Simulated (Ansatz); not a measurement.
Calculated with Ansatz (gas phase, PBE0-D4/def2-TZVP geometries, no zero-point term in ΔE). CCSD(T)/CBS is the MP2 limit (def2-TZVPP, def2-QZVPP) plus CCSD(T) − MP2 in def2-TZVPP, frozen cores. DFT in def2-TZVPP. B3LYP here is the variant with VWN-RPA as its local correlation; programs differ in this. One conformer a species, not always the lowest.

Reaction (substitution at a C–O bond): `CC(C)OB(O)Cl` + `CN[SiH2]Cl` → `CC(C)N(C)[SiH2]Cl` + `OB(O)Cl`

`CC(C)OB(O)Cl`:

Cartesian coordinates in Å:
```
C -1.204 -0.859 0.633
C -0.409 0.330 0.140
C -1.100 1.077 -0.977
O 0.852 -0.122 -0.364
B 1.978 -0.259 0.362
O 3.112 -0.728 -0.210
Cl 2.065 0.159 2.083
H -2.175 -0.535 1.013
H -0.676 -1.370 1.440
H -1.370 -1.569 -0.181
H -0.220 1.011 0.976
H -1.278 0.414 -1.827
H -0.491 1.917 -1.315
H -2.062 1.464 -0.634
H 2.977 -0.930 -1.141
```

`CN[SiH2]Cl`:

Z-matrix (Å, degrees):
```
C
N 1 1.450
H 1 1.096 2 113.1
H 1 1.093 2 110.8 3 -122.0
H 1 1.093 2 109.4 3 119.9
Si 2 1.697 1 123.8 3 -88.7
H 2 1.008 1 113.6 3 65.8
Cl 6 2.075 2 114.8 1 68.9
H 6 1.479 2 108.8 1 -48.4
H 6 1.479 2 108.1 1 -172.4
```

`CC(C)N(C)[SiH2]Cl`:

Z-matrix (Å, degrees):
```
C
C 1 1.522
H 1 1.093 2 111.6
H 1 1.092 2 110.8 3 120.9
H 1 1.092 2 110.2 3 -119.0
C 2 1.524 1 111.5 3 59.0
N 2 1.464 1 111.7 3 -68.1
H 2 1.097 1 107.3 3 176.5
H 6 1.092 2 110.9 1 179.6
H 6 1.093 2 111.4 1 -59.6
H 6 1.092 2 110.3 1 59.5
C 7 1.448 2 117.1 1 65.2
Si 7 1.697 2 120.0 1 -133.0
H 12 1.096 7 113.0 2 63.7
H 12 1.094 7 111.2 2 -58.2
H 12 1.092 7 109.6 2 -176.5
Cl 13 2.080 7 114.8 2 -80.0
H 13 1.480 7 108.9 2 37.6
H 13 1.480 7 108.9 2 162.2
```

`OB(O)Cl`:

Z-matrix (Å, degrees):
```
B
O 1 1.349
Cl 1 1.771 2 118.0
O 1 1.357 2 121.0 3 180.0
H 2 0.962 1 112.0 3 -180.0
H 4 0.960 1 113.5 2 -180.0
```

Task: Is it downhill or uphill in electronic energy at CCSD(T)/CBS, and by how much? (Best estimate.)

Result: Computed: Downhill: ΔE = -0.12 eV.

Task: What do these levels give: r2SCAN-D4, PBE0-D4, B3LYP-D4, ωB97M-V, B2PLYP, PBE, r2SCAN, HF/def2-TZVPP, MP2/def2-QZVPP, SCS-MP2/def2-QZVPP, HF/CBS(def2), CCSD/CBS(def2)? (An estimate is asked.)

Result: The calculation gave: r2SCAN-D4 -0.07, PBE0-D4 -0.12, B3LYP-D4 -0.07, ωB97M-V -0.09, B2PLYP -0.03, PBE -0.04, r2SCAN -0.05, HF/def2-TZVPP 0.09, MP2/def2-QZVPP -0.18, SCS-MP2/def2-QZVPP -0.11, HF/CBS(def2) 0.10, CCSD/CBS(def2) -0.09 eV.

Largest T1 diagnostic among the species: 0.011.

The D4 term adds −0.11 eV with B3LYP and −0.06 eV with PBE0; it sums over pairs of atoms, weighted by their polarisabilities, and B3LYP, whose exchange is more repulsive, gets the larger term. In def2-TZVPP, CCSD(T) changes the Hartree–Fock value by −0.22 eV (the triples alone add −0.03 eV) and MP2 by −0.27 eV.
